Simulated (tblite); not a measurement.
C₄H₂FN₂O₄ (charge -1).
Bonds: O1–C2 (double), C2–O3, C2–C4, C4–N5 (aromatic), N5–C6 (aromatic), C6–O7, O7–C8, C8–F9, C6–N10 (aromatic), N10–O11 (aromatic), C4–O11 (aromatic). Hydrogens: H12, H13 on C8.
Bond orders are those of one Lewis drawing.

Computed with GFN2-xTB (tblite), gas phase: Langevin dynamics at 400 K from the optimised GFN2-xTB geometry, time step 0.5 fs, friction 0.01 fs⁻¹, 2000 steps. The instantaneous temperature is 2·E(kin)/(3Nk) with all 3N coordinates.

| t (fs) | T (K) | E(pot) above start (eV) | O1=C2 (Å) | C2–O3 (Å) | C2–C4 (Å) | C4–N5 (Å) | N5–C6 (Å) | C8–H12 (Å) | O1–C2–C4–N5 (°) |
| --- | --- | --- | --- | --- | --- | --- | --- | --- | --- |
| 0 | 333 | 0.000 | 1.222 | 1.221 | 1.612 | 1.312 | 1.353 | 1.100 | 180 |
| 25 | 244 | 0.268 | 1.198 | 1.214 | 1.779 | 1.311 | 1.346 | 1.105 | -179 |
| 50 | 330 | 0.328 | 1.225 | 1.197 | 1.696 | 1.294 | 1.385 | 1.142 | -178 |
| 75 | 225 | 0.456 | 1.203 | 1.212 | 1.637 | 1.276 | 1.381 | 1.145 | -174 |
| 100 | 300 | 0.387 | 1.222 | 1.195 | 1.552 | 1.297 | 1.379 | 1.142 | 179 |
| 125 | 283 | 0.519 | 1.180 | 1.214 | 1.736 | 1.317 | 1.360 | 1.136 | 178 |
| 150 | 449 | 0.553 | 1.245 | 1.186 | 1.712 | 1.288 | 1.386 | 1.086 | 161 |
| 175 | 429 | 0.629 | 1.182 | 1.234 | 1.614 | 1.268 | 1.354 | 1.091 | 160 |
| 200 | 434 | 0.481 | 1.213 | 1.205 | 1.556 | 1.303 | 1.388 | 1.107 | 158 |
| 225 | 382 | 0.479 | 1.213 | 1.186 | 1.714 | 1.313 | 1.388 | 1.096 | 161 |
| 250 | 383 | 0.604 | 1.199 | 1.242 | 1.760 | 1.328 | 1.397 | 1.083 | 153 |
| 275 | 464 | 0.375 | 1.249 | 1.210 | 1.644 | 1.332 | 1.349 | 1.076 | 155 |
| 300 | 388 | 0.261 | 1.230 | 1.219 | 1.601 | 1.318 | 1.322 | 1.119 | 150 |
| 325 | 398 | 0.351 | 1.192 | 1.241 | 1.570 | 1.290 | 1.312 | 1.104 | 147 |
| 350 | 351 | 0.391 | 1.224 | 1.201 | 1.637 | 1.278 | 1.349 | 1.094 | 133 |
| 375 | 215 | 0.436 | 1.193 | 1.215 | 1.662 | 1.283 | 1.361 | 1.107 | 135 |
| 400 | 288 | 0.197 | 1.207 | 1.199 | 1.680 | 1.314 | 1.321 | 1.093 | 118 |
| 425 | 362 | 0.183 | 1.233 | 1.225 | 1.523 | 1.323 | 1.305 | 1.078 | 118 |
| 450 | 396 | 0.300 | 1.232 | 1.221 | 1.640 | 1.343 | 1.342 | 1.107 | 104 |
| 475 | 455 | 0.301 | 1.203 | 1.220 | 1.633 | 1.354 | 1.426 | 1.098 | 99 |
| 500 | 392 | 0.294 | 1.247 | 1.191 | 1.563 | 1.345 | 1.417 | 1.102 | 100 |
| 525 | 408 | 0.403 | 1.183 | 1.249 | 1.655 | 1.369 | 1.360 | 1.075 | 91 |
| 550 | 358 | 0.469 | 1.274 | 1.195 | 1.653 | 1.328 | 1.369 | 1.074 | 80 |
| 575 | 360 | 0.414 | 1.212 | 1.273 | 1.567 | 1.300 | 1.362 | 1.110 | 78 |
| 600 | 321 | 0.418 | 1.273 | 1.222 | 1.531 | 1.288 | 1.364 | 1.112 | 79 |
| 625 | 382 | 0.377 | 1.246 | 1.223 | 1.644 | 1.313 | 1.309 | 1.137 | 80 |
| 650 | 376 | 0.318 | 1.217 | 1.226 | 1.688 | 1.321 | 1.334 | 1.089 | 79 |
| 675 | 364 | 0.362 | 1.266 | 1.182 | 1.548 | 1.307 | 1.372 | 1.055 | 83 |
| 700 | 504 | 0.479 | 1.165 | 1.260 | 1.532 | 1.308 | 1.353 | 1.040 | 87 |
| 725 | 538 | 0.505 | 1.233 | 1.164 | 1.604 | 1.328 | 1.345 | 1.072 | 103 |
| 750 | 422 | 0.473 | 1.204 | 1.218 | 1.614 | 1.343 | 1.379 | 1.155 | 110 |
| 775 | 412 | 0.623 | 1.190 | 1.197 | 1.722 | 1.323 | 1.368 | 1.195 | 110 |
| 800 | 439 | 0.466 | 1.206 | 1.182 | 1.575 | 1.329 | 1.380 | 1.162 | 107 |
| 825 | 336 | 0.554 | 1.166 | 1.221 | 1.652 | 1.327 | 1.373 | 1.125 | 103 |
| 850 | 321 | 0.352 | 1.232 | 1.186 | 1.641 | 1.261 | 1.367 | 1.067 | 106 |
| 875 | 277 | 0.412 | 1.182 | 1.206 | 1.685 | 1.252 | 1.341 | 1.052 | 97 |
| 900 | 244 | 0.406 | 1.197 | 1.199 | 1.589 | 1.278 | 1.345 | 1.066 | 99 |
| 925 | 421 | 0.243 | 1.215 | 1.192 | 1.626 | 1.317 | 1.382 | 1.113 | 100 |
| 950 | 255 | 0.389 | 1.200 | 1.211 | 1.652 | 1.341 | 1.434 | 1.135 | 104 |
| 975 | 293 | 0.201 | 1.197 | 1.201 | 1.692 | 1.340 | 1.401 | 1.148 | 97 |
| 1000 | 356 | 0.205 | 1.220 | 1.219 | 1.579 | 1.347 | 1.402 | 1.107 | 96 |

Q: From 500 fs on, how do temperature and potential energy compare with equipartition?

A: The mean temperature of these 21 frames is 370 K against the target 400 K, and the mean potential energy 0.40 eV against 33 × kT/2 = 0.57 eV for 33 classical harmonic modes. For 13 atoms in a canonical ensemble the temperature itself scatters by T·√(2/(3N)) = 91 K; here its standard deviation is 72 K. The whole run lasts only 10 friction times of 100 fs, so these averages carry a wide statistical error.

Q: What are the kinetic and total energies of the listed frame with the highest potential energy?

A: The one at 175 fs, 0.629 eV above the start. Its kinetic energy is 3NkT/2 = 0.721 eV at 429 K, so the sum is 1.35 eV; over the listed frames the sum runs from 0.56 to 1.41 eV, since the thermostat adds and removes energy.

Q: How much do the listed bonds fluctuate from 500 fs on?

A: 
```json
{"bond": "O1=C2", "at the start (Å)": "1.222", "mean (Å)": "1.215", "standard deviation (Å)": "0.032"}
{"bond": "C2–O3", "at the start (Å)": "1.221", "mean (Å)": "1.210", "standard deviation (Å)": "0.026"}
{"bond": "C2–C4", "at the start (Å)": "1.612", "mean (Å)": "1.620", "standard deviation (Å)": "0.054"}
{"bond": "C4–N5", "at the start (Å)": "1.312", "mean (Å)": "1.317", "standard deviation (Å)": "0.028"}
{"bond": "N5–C6", "at the start (Å)": "1.353", "mean (Å)": "1.369", "standard deviation (Å)": "0.028"}
{"bond": "C8–H12", "at the start (Å)": "1.100", "mean (Å)": "1.104", "standard deviation (Å)": "0.040"}
```

The motion is classical and holds no zero-point motion.

The cost below is that of the whole dynamics run. Hardware: an Intel Xeon at 2.50 GHz with one thread, shared host with 64 logical CPUs at a one-minute load of 60. Cost: 40 s wall, 0.18 GiB resident at most.
